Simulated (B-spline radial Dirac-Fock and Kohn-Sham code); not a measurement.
## Photoemission from Zr at Cu Kα (8047.8 eV), detector at θ = 54.7°, φ = 180°

System: the Zr atom, configuration [Kr] 4d2 5s2. Calculated with a radial finite-basis atomic code, using Dirac-Hartree-Slater photoionisation with a Latter tail; cross sections with all multipoles, angular parameters from the dipole term and its interference with E2. Thresholds are tabulated edges, those marked * orbital energies of the model. For linearly polarised light dσ/dΩ = σ/(4π) [1 + β P₂(cos θ) + (δ + γ cos²θ) sin θ cos φ], with θ from the polarisation vector and φ the angle between the beam and the projection of the electron momentum on the plane normal to the polarisation. The dipole factor is 1 + βP₂ and the non-dipole term is the rest of the bracket. Open shells are filled statistically over j.

Input of the calculation (task.json; shells as n, l, electrons):

```json
{"items": [{
  "Z": 40,
  "q": 0,
  "cfg": [[1, 0, 2], [2, 0, 2], [2, 1, 6], [3, 0, 2], [3, 1, 6], [3, 2, 10], [4, 0, 2], [4, 1, 6], [4, 2, 2], [5, 0, 2]],
  "A": 90,
  "rrms": 4.2694,
  "do": "xps",
  "hv": [56.1, 60, 80, 109.0, 118.0, 132.0, 170.0, 229.0, 300, 466.0, 472.0, 730.0, 800, 916.0, 1000, 1253.6, 1300.0, 1370.0, 2410.0, 2900.0, 3830.0, 4590.0, 4850.0, 5040.0, 6190.0, 6700.0, 8047.8, 11000.0, 12000, 13100.0],
  "edges": {"K": 17998.0, "L1": 2532.0, "L2": 2307.0, "L3": 2223.0, "M1": 430.3, "M2": 343.5, "M3": 329.8, "M4": 181.1, "M5": 178.8}
}]}
```

Run with: `python xray2_run.py task.json out`

| subshell | threshold (eV) | σ (kb) | β | γ | δ | dipole factor | non-dipole term | dσ/dΩ (kb/sr) |
| --- | --- | --- | --- | --- | --- | --- | --- | --- |
| 2s | 2532.0 | 6.10 | 2.00 | 0.38 | 0.000 | 1.002 | -0.105 | 0.435 |
| 2p1/2 | 2307.0 | 3.78 | 1.27 | 1.25 | 0.093 | 1.001 | -0.417 | 0.176 |
| 2p3/2 | 2223.0 | 6.72 | 1.30 | 1.30 | 0.091 | 1.001 | -0.429 | 0.306 |
| 3s | 430.3 | 1.07 | 2.00 | 0.62 | 0.000 | 1.002 | -0.170 | 0.0708 |
| 3p1/2 | 343.5 | 0.556 | 1.20 | 1.31 | 0.090 | 1.001 | -0.429 | 0.0253 |
| 3p3/2 | 329.8 | 0.989 | 1.22 | 1.34 | 0.088 | 1.001 | -0.438 | 0.0443 |
| 3d3/2 | 181.1 | 0.0939 | 0.62 | 1.30 | 0.333 | 1.001 | -0.625 | 0.00280 |
| 3d5/2 | 178.8 | 0.132 | 0.60 | 1.28 | 0.341 | 1.001 | -0.628 | 0.00390 |
| 4s | 59.28* | 0.173 | 2.00 | 0.66 | 0.000 | 1.002 | -0.181 | 0.0113 |
| 4p1/2 | 37.96* | 0.0748 | 1.18 | 1.31 | 0.090 | 1.001 | -0.431 | 0.00340 |
| 4p3/2 | 36.04* | 0.133 | 1.21 | 1.35 | 0.088 | 1.001 | -0.439 | 0.00593 |
| 4d3/2 | 6.10* | 0.00126 | 0.61 | 1.29 | 0.333 | 1.001 | -0.623 | 3.79e-05 |
| 4d5/2 | 5.94* | 0.00175 | 0.59 | 1.28 | 0.341 | 1.001 | -0.626 | 5.22e-05 |
| 5s | 5.87* | 0.0153 | 2.00 | 0.67 | 0.000 | 1.002 | -0.182 | 0.00100 |
